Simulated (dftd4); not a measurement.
I4Si, triplet, at the geometry of the source list (a higher spin typed on purpose: for a closed-shell molecule this is an excited state); D4 for b97d in dftd4.

Input for dftd4:
```
$ dftd4 mol.xyz --func b97d --charge 0 --json dftd4.json --noedisp --grad

# file mol.xyz
5

I      2.20510000    -1.03010000     0.43950000
Si    -0.00000000     0.00000000    -0.00000000
I     -1.45120000    -1.62600000    -1.16910000
I     -1.04890000     0.64860000     2.14380000
I      0.29500000     2.00750000    -1.41410000
```

What the program printed (banner, timings and long lists left out):

```
                    ____  _____ _____     ____  _  _
      -------------|  _ \|  ___|_   _|---|  _ \| || |------------
     |             | | | | |_    | | ___ | | | | || |_           |
     |             | |_| |  _|   | ||___|| |_| |__   _|          |
     |             |____/|_|     |_|     |____/   |_|            |
     |             ===================================           |
     |            E. Caldeweyher, S. Ehlert & S. Grimme          |
     |          Mulliken Center for Theoretical Chemistry        |
     |                    University of Bonn                     |
      -----------------------------------------------------------

Rational (Becke-Johnson) damping: b97d-D4-ATM
---------------------
  s6         1.0000
  s8         1.6946
  s9         1.0000
  a1         0.2890
  a2         4.1341
 alp        16.0000
--------------------

Dispersion energy:      -6.6555142157805E-02 Eh

Gradient norm:           1.6821220765619E-02 Eh/a0
--------------------------------------------------
     #    Z           dE/dx      dE/dy      dE/dz
--------------------------------------------------
     1   53 I     7.499E-03 -3.503E-03  1.495E-03
     2   14 Si    3.699E-09  7.056E-09 -2.333E-08
     3   53 I    -4.935E-03 -5.529E-03 -3.976E-03
     4   53 I    -3.567E-03  2.206E-03  7.290E-03
     5   53 I     1.003E-03  6.827E-03 -4.809E-03
--------------------------------------------------

Virial:
--------------------------------------------------
      component           x          y          z
--------------------------------------------------
          x       5.241E-02  1.155E-07 -2.143E-07
          y       1.155E-07  5.241E-02  8.129E-08
          z      -2.143E-07  8.129E-08  5.241E-02
--------------------------------------------------

[Info] Dispersion results written to 'dftd4.txt'
[Info] JSON dump of results written to 'dftd4.json'
```
